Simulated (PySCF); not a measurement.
Working with the constants of H₂⁻

UHF-CCSD(T) constants of H₂⁻, doublet, unpaired electrons σ ↑ (PySCF, no relativity, basis sets H def2-TZVPPD; masses 1.0078 and 1.0078 u):

- ωe: 2667.6 cm⁻¹
- ωexe: 386.0 cm⁻¹
- Be: 47.348 cm⁻¹
- αe: 8.77 cm⁻¹
- D (centrifugal): 0.0597 cm⁻¹

(1) Give the vibrational terms G(v) and spacings up to v = 2.

Correlated steps freeze no core orbitals. The state is the lowest determinant that a PBE0 search found; another state may lie lower at other levels.

Results:

(1) G(v) = ωe(v+½) − ωexe(v+½)².

```json
{"v": "0", "G(v) (cm⁻¹)": "1237", "G(v) − G(v−1)": "", "Bv (cm⁻¹)": "42.96"}
{"v": "1", "G(v) (cm⁻¹)": "3133", "G(v) − G(v−1)": "1896", "Bv (cm⁻¹)": "34.19"}
{"v": "2", "G(v) (cm⁻¹)": "4256", "G(v) − G(v−1)": "1124", "Bv (cm⁻¹)": "25.42"}
```
